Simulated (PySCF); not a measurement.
No solvent, equivalent nuclei averaged, non-relativistic, one computed conformer. Shielding tensors at PBE0/pcSseg-1 (GIAO); structure optimised with GFN2-xTB; PySCF 2.14.0 with density-fitted response routines.

Referencing at the same level of theory: ¹H, ¹³C against TMS. Shifts are as computed. Against solution values, carbons near 30 ppm lie about +3 ppm off and those near 130 ppm about +5 ppm; carbons on Cl a further +6 ppm. Of 1211 compounds with measured shifts, 218 miss one by over three times the rms of a fit or turn the order of signals round; such compounds aren't used in these exercises. Carbons bonded to Cl come out too deshielded.

Problem. Order these molecules by the shift of their most deshielded carbon-bound hydrogen, lowest δ first.
A. Cc1cccc(C(=O)F)c1C
B. CC(=O)c1pcccc1Cl
C. CC1=C(C)[C@@H](Cl)C1

Solution. C (4.43 ppm, hydrogen on an allylic sp3 CH bonded to Cl), A (8.49 ppm, hydrogen on an aromatic CH), B (9.26 ppm, hydrogen on an aromatic CH).

Problem. Order these molecules by the shift of their most deshielded carbon, lowest δ first.
A. Cc1cccc(C(=O)F)c1C
B. CC(=O)c1pcccc1Cl
C. CC1=C(C)[C@@H](Cl)C1

Solution. C (148.6 ppm, fully substituted alkene carbon), A (165.4 ppm, carbonyl carbon), B (201.9 ppm, ketone carbonyl carbon).

Problem. How many ¹³C and ¹H signals does each give (equivalence by symmetry and fast rotation, but not about amide C–N or C=N bonds)? `CC(=O)c1pcccc1Cl`, `Cc1cccc(C(=O)F)c1C`, `C/C=P\c1ccccc1`, `CC1=C(C)[C@@H](Cl)C1`

Solution. CC(=O)c1pcccc1Cl: 7 C, 4 H; Cc1cccc(C(=O)F)c1C: 9 C, 5 H; C/C=P\c1ccccc1: 6 C, 5 H; CC1=C(C)[C@@H](Cl)C1: 6 C, 5 H.
